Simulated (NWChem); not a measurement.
All runs are NWChem calculations. System: BeCl2, charge 0, spin multiplicity 1, at a geometry optimised with PBE/def2-SVP. The structure started from a generated list of species. Level: TD-B3LYP/def2-SVPD, VWN1-RPA local correlation.

The NWChem input:

```
start mol
memory heap 200 mb stack 900 mb global 1100 mb
geometry units angstroms nocenter noautoz
  Be     0.000000     0.000000     0.000000
  Cl     0.000000     0.000000     1.814446
  Cl     0.000000     0.000000    -1.814446
  symmetry group D2h
end
basis spherical
  * library def2-svpd
end
dft
  xc b3lyp
  semidirect memsize 60000000 filesize 0
  iterations 100
end
tddft
  rpa
  nroots 5
  notriplet
  thresh 1e-4
end
task tddft energy
```

Part of the output:

```
             Northwest Computational Chemistry Package (NWChem) 7.3.0
             --------------------------------------------------------

                                NWChem Input Module
                                -------------------

 Scaling coordinates for geometry "geometry" by  1.889725989
 (inverse scale =  0.529177249)

 Turning off AUTOSYM since
 SYMMETRY directive was detected!

                             Geometry "geometry" -> ""
                             -------------------------

 Output coordinates in angstroms (scale by  1.889725989 to convert to a.u.)

  No.       Tag          Charge          X              Y              Z
 ---- ---------------- ---------- -------------- -------------- --------------
    1 Be                   4.0000     0.00000000     0.00000000     0.00000000
    2 Cl                  17.0000     0.00000000     0.00000000     1.81444600
    3 Cl                  17.0000     0.00000000     0.00000000    -1.81444600

 Effective nuclear repulsion energy (a.u.)      81.8069087448

            Nuclear Dipole moment (a.u.)
            ----------------------------
        X                 Y               Z
 ---------------- ---------------- ----------------
     0.0000000000     0.0000000000     0.0000000000

      Symmetry information
      --------------------

 Group name             D2h
 Group number             26
 Group order               8
 No. of unique centers     2

      Symmetry unique atoms

     1    2


 Summary of "ao basis" -> "" (spherical)
 ------------------------------------------------------------------------------
       Tag                 Description            Shells   Functions and Types
 ---------------- ------------------------------  ------  ---------------------
 *                         def2-svpd                  on all atoms

                                 NWChem DFT Module
                                 -----------------

 Summary of "ao basis" -> "ao basis" (spherical)
 ------------------------------------------------------------------------------
       Tag                 Description            Shells   Functions and Types
 ---------------- ------------------------------  ------  ---------------------
 Be                        def2-svpd                 6       12   3s3p
 Cl                        def2-svpd                11       27   5s4p2d

 Summary of "ao basis" -> "ao basis" (spherical)
 ------------------------------------------------------------------------------
       Tag                 Description            Shells   Functions and Types
 ---------------- ------------------------------  ------  ---------------------
 Be                        def2-svpd                 6       12   3s3p
 Cl                        def2-svpd                11       27   5s4p2d

      Symmetry analysis of basis
      --------------------------

        ag         16
        au          2
        b1g         2
        b1u        16
        b2g         6
        b2u         9
        b3g         6
        b3u         9

            General Information
            -------------------
          SCF calculation type: DFT
          Wavefunction type:  closed shell.
          No. of atoms     :     3
          No. of electrons :    38
           Alpha electrons :    19
            Beta electrons :    19
          Charge           :     0
          Spin multiplicity:     1
          Use of symmetry is: off; symmetry adaption is: on
          Maximum number of iterations: 100
[...]
    2     15       0     0.30E-01   0.38E-01        2.3
    3     25       0     0.13E-01   0.69E-03        2.5
    4     35       0     0.23E-02   0.62E-04        3.1
    5     45       1     0.70E-03   0.34E-05        2.9
    6     53       2     0.28E-03   0.22E-06        2.6
    7     59       4     0.10E-03   0.22E-07        1.7
    8     61       5     0.76E-04   0.15E-08        1.1
  ----  ------  ------  ---------  ---------  ---------
  Convergence criterion met

  Ground state ag       -935.032702371341 a.u.

  ----------------------------------------------------------------------------
  Root   1 singlet b3g            0.273490970 a.u.                7.4421 eV
  ----------------------------------------------------------------------------
     Transition Moments    X  0.00000   Y -0.00000   Z -0.00000
     Transition Moments   XX  0.00000  XY  0.00000  XZ -0.38506
     Transition Moments   YY  0.00000  YZ -2.27973  ZZ -0.00000
     Dipole Oscillator Strength                    0.0000000000
     Electric Quadrupole                           0.0000005823
     Magnetic Dipole                               0.0000016791
     Total Oscillator Strength                     0.0000022614

          sigma_e =   2.6187 Angstrom
          sigma_h =   2.0898 Angstrom
         |d_h->e| =   0.0000 Angstrom
            d_exc =   3.2572 Angstrom
            d_CD1 =   0.5290 Angstrom
            d_CD2 =  -2.3542 Angstrom
            d_CD3 =   3.2572 Angstrom
     Pearson C.C. =   0.0562

     Occ.   16  b2u ---  Virt.   23  b1u -0.05545 X
     Occ.   18  b2g ---  Virt.   20  ag   0.16586 X
     Occ.   19  b3g ---  Virt.   20  ag   0.98196 X
     Occ.   19  b3g ---  Virt.   26  ag  -0.05662 X
  ----------------------------------------------------------------------------
  Root   2 singlet b2g            0.273490971 a.u.                7.4421 eV
  ----------------------------------------------------------------------------
     Transition Moments    X  0.00000   Y -0.00000   Z -0.00000
     Transition Moments   XX  0.00000  XY  0.00000  XZ  2.27973
     Transition Moments   YY  0.00000  YZ -0.38506  ZZ -0.00000
     Dipole Oscillator Strength                    0.0000000000
     Electric Quadrupole                           0.0000005823
     Magnetic Dipole                               0.0000016791
     Total Oscillator Strength                     0.0000022614

          sigma_e =   2.6187 Angstrom
          sigma_h =   2.0898 Angstrom
         |d_h->e| =   0.0000 Angstrom
            d_exc =   3.2572 Angstrom
            d_CD1 =   0.5290 Angstrom
            d_CD2 =  -2.3542 Angstrom
            d_CD3 =   3.2572 Angstrom
     Pearson C.C. =   0.0562

     Occ.   17  b3u ---  Virt.   23  b1u  0.05545 X
     Occ.   18  b2g ---  Virt.   20  ag  -0.98196 X
     Occ.   18  b2g ---  Virt.   26  ag   0.05662 X
     Occ.   19  b3g ---  Virt.   20  ag   0.16586 X
  ----------------------------------------------------------------------------
  Root   3 singlet au             0.274599953 a.u.                7.4722 eV
  ----------------------------------------------------------------------------
     Transition Moments    X  0.00000   Y  0.00000   Z  0.00000
     Transition Moments   XX -0.00000  XY -0.00000  XZ  0.00000
     Transition Moments   YY -0.00000  YZ  0.00000  ZZ  0.00000
     Dipole Oscillator Strength                    0.0000000000
     Electric Quadrupole                           0.0000000000
     Magnetic Dipole                               0.0000000000
     Total Oscillator Strength                     0.0000000000

          sigma_e =   1.9117 Angstrom
          sigma_h =   2.0901 Angstrom
         |d_h->e| =   0.0000 Angstrom
            d_exc =   2.7963 Angstrom
            d_CD1 =   0.1784 Angstrom
            d_CD2 =  -2.0009 Angstrom
            d_CD3 =   2.7963 Angstrom
     Pearson C.C. =   0.0256

     Occ.   18  b2g ---  Virt.   21  b2u  0.70474 X
     Occ.   19  b3g ---  Virt.   22  b3u -0.70474 X
  ----------------------------------------------------------------------------
  Root   4 singlet b1u            0.276693504 a.u.                7.5292 eV
  ----------------------------------------------------------------------------
     Transition Moments    X  0.00000   Y -0.00000   Z -0.00001
     Transition Moments   XX  0.00000  XY -0.00000  XZ -0.00000
     Transition Moments   YY  0.00000  YZ -0.00000  ZZ -0.00000
     Dipole Oscillator Strength                    0.0000000000
     Electric Quadrupole                           0.0000000000
     Magnetic Dipole                               0.0000000000
     Total Oscillator Strength                     0.0000000000

          sigma_e =   1.9224 Angstrom
          sigma_h =   2.0901 Angstrom
         |d_h->e| =   0.0000 Angstrom
            d_exc =   2.7940 Angstrom
            d_CD1 =   0.1676 Angstrom
            d_CD2 =  -2.0063 Angstrom
            d_CD3 =   2.7940 Angstrom
     Pearson C.C. =   0.0321

     Occ.   18  b2g ---  Virt.   22  b3u  0.70479 X
     Occ.   19  b3g ---  Virt.   21  b2u -0.70478 X
  ----------------------------------------------------------------------------
  Root   5 singlet au             0.276694311 a.u.                7.5292 eV
  ----------------------------------------------------------------------------
     Transition Moments    X  0.00000   Y -0.00000   Z  0.00000
     Transition Moments   XX -0.00000  XY  0.00000  XZ  0.00000
     Transition Moments   YY -0.00000  YZ -0.00000  ZZ  0.00000
     Dipole Oscillator Strength                    0.0000000000
     Electric Quadrupole                           0.0000000000
     Magnetic Dipole                               0.0000000000
     Total Oscillator Strength                     0.0000000000

          sigma_e =   1.9224 Angstrom
          sigma_h =   2.0901 Angstrom
         |d_h->e| =   0.0000 Angstrom
            d_exc =   2.7939 Angstrom
            d_CD1 =   0.1677 Angstrom
            d_CD2 =  -2.0062 Angstrom
            d_CD3 =   2.7939 Angstrom
     Pearson C.C. =   0.0321

     Occ.   18  b2g ---  Virt.   21  b2u  0.70478 X
     Occ.   19  b3g ---  Virt.   22  b3u  0.70478 X

              Target root =      1
          Target symmetry = none
      Ground state energy =   -935.032702371341
        Excitation energy =      0.273490970474
     Excited state energy =   -934.759211400867

  stored tddft:energy   -934.75921140086677

 Task  times  cpu:       20.1s     wall:       20.1s

 Total times  cpu:       20.1s     wall:       20.1s
```
